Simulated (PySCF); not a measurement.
trans-PdH(PF3)2I (singlet state).
Bonds: Pd1–P3, Pd1–I7, Pd1–P8, P3–F4, P3–F5, P3–F6, P8–F9, P8–F10, P8–F11. Hydrogens: H2 on Pd1.

Computed by this run: PBE0-D3(BJ)/def2-SVP geometry optimisation, gas phase, def2 core potentials past Kr in PySCF 2.14.0; density fitting, grid level 1; the optimiser is geomeTRIC in internal coordinates, started from a GFN2-xTB structure with every atom displaced at random (about 0.03 Å).

At the end of the run (lengths in Å): Pd1–P8 2.225, Pd1–H2 1.557, Pd1–I7 2.655, P8–F9 1.570, P3–F4 1.570, Pd1–P3 2.226, P3–F5 1.575, P3–Pd1–I7 91.8°, F4–P3–F5 98.9°, P3–Pd1–P8 175.3°, I7–Pd1–P8 92.9°, I7–Pd1–P3–F4 -63°, H2–Pd1–P3–F4 117°.

Task: These geometries were met on the way; a selection of coordinates is given. Order them by energy above the end point, lowest first.
A. Pd1–P8 2.226, Pd1–H2 1.557, Pd1–I7 2.655, P8–F9 1.570, P3–F4 1.569, Pd1–P3 2.226, P3–F5 1.575, P3–Pd1–I7 91.9°, F4–P3–F5 98.9°, P3–Pd1–P8 175.4°, I7–Pd1–P8 92.7°, I7–Pd1–P3–F4 -63°, H2–Pd1–P3–F4 117°
B. Pd1–P8 2.205, Pd1–H2 1.569, Pd1–I7 2.679, P8–F9 1.571, P3–F4 1.563, Pd1–P3 2.261, P3–F5 1.583, P3–Pd1–I7 90.5°, F4–P3–F5 99.7°, P3–Pd1–P8 177.8°, I7–Pd1–P8 90.4°, I7–Pd1–P3–F4 -61°, H2–Pd1–P3–F4 118°
C. Pd1–P8 2.086, Pd1–H2 1.456, Pd1–I7 2.609, P8–F9 1.647, P3–F4 1.502, Pd1–P3 2.256, P3–F5 1.613, P3–Pd1–I7 82.3°, F4–P3–F5 91.0°, P3–Pd1–P8 169.9°, I7–Pd1–P8 87.8°, I7–Pd1–P3–F4 -68°, H2–Pd1–P3–F4 112°
D. Pd1–P8 2.223, Pd1–H2 1.558, Pd1–I7 2.646, P8–F9 1.563, P3–F4 1.571, Pd1–P3 2.237, P3–F5 1.572, P3–Pd1–I7 90.5°, F4–P3–F5 98.5°, P3–Pd1–P8 177.0°, I7–Pd1–P8 92.0°, I7–Pd1–P3–F4 -62°, H2–Pd1–P3–F4 118°
E. Pd1–P8 2.175, Pd1–H2 1.573, Pd1–I7 2.735, P8–F9 1.599, P3–F4 1.548, Pd1–P3 2.270, P3–F5 1.603, P3–Pd1–I7 85.2°, F4–P3–F5 100.9°, P3–Pd1–P8 175.9°, I7–Pd1–P8 91.5°, I7–Pd1–P3–F4 -61°, H2–Pd1–P3–F4 118°

Result: A (0.000 eV), D (0.010 eV), B (0.028 eV), E (0.126 eV), C (0.817 eV).

```csv
step,E above end (eV),"rms distance from the end, all atoms (Å)",largest force (eV/Å),rms shift of all bonds from the end (Å)
18,0.000,0.005,0.034,0.000
3,0.010,0.050,0.282,0.005
2,0.028,0.069,0.608,0.016
1,0.126,0.118,1.538,0.036
0,0.817,0.187,4.692,0.067
```

Rows stand in the order of the answer.
